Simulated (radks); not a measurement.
Excited configurations of neutral iridium: one electron is placed in a higher orbital outside [Xe] 4f14 5d7 6s1. The ground configuration is [Xe] 4f14 5d7 6s2. Method: scalar-relativistic Kohn-Sham, LDA (Slater exchange, Perdew-Wang correlation), spin-unpolarised, spherical densities, finite nucleus; Fermi nuclear charge, rms radius 5.4032 fm; computed with a radial shooting solver on a logarithmic mesh with Libxc functionals. Excitation = E - E(ground); binding = E(ion) - E, where the ion is the core of charge +1; n* = 1/sqrt(2 binding) in atomic units, and the quantum defect is n - n*.

| outer orbital | excitation (eV) | binding (eV) | n* | quantum defect | eigenvalue (eV) | <r> (bohr) |
|---|---|---|---|---|---|---|
| 6p | 5.401 | 4.771 | 1.689 | 4.311 | -2.290 | 4.233 |
| 6d | 8.560 | 1.613 | 2.904 | 3.096 | -0.725 | 10.06 |
| 6f | 9.541 | 0.632 | 4.640 | 1.360 | -0.369 | 29.45 |
| 7p | 8.336 | 1.836 | 2.722 | 4.278 | -1.047 | 10.95 |
| 7f | 9.715 | 0.458 | 5.453 | 1.547 | -0.289 | 44.11 |

Estimate the row for 7s.

Answer. excitation (eV) 7.508; binding (eV) 2.664; n* 2.260; quantum defect 4.740; eigenvalue (eV) -1.555; <r> (bohr) 8.105. The Delta-SCF ionisation energy is 10.173 eV (NIST Atomic Spectra Database: 8.967 eV, measured). Self-interaction in the functional shifts the binding energies and quantum defects, so they are the method's values and not measured ones. Spin polarisation and multiplet splitting are left out, so open shells lie too high by an amount that depends on their filling. Spin-orbit splitting is averaged out at the scalar-relativistic level.

Beside tabulated values, note that spin-unpolarised runs miss the spin-polarisation part of the exchange energy of open shells.
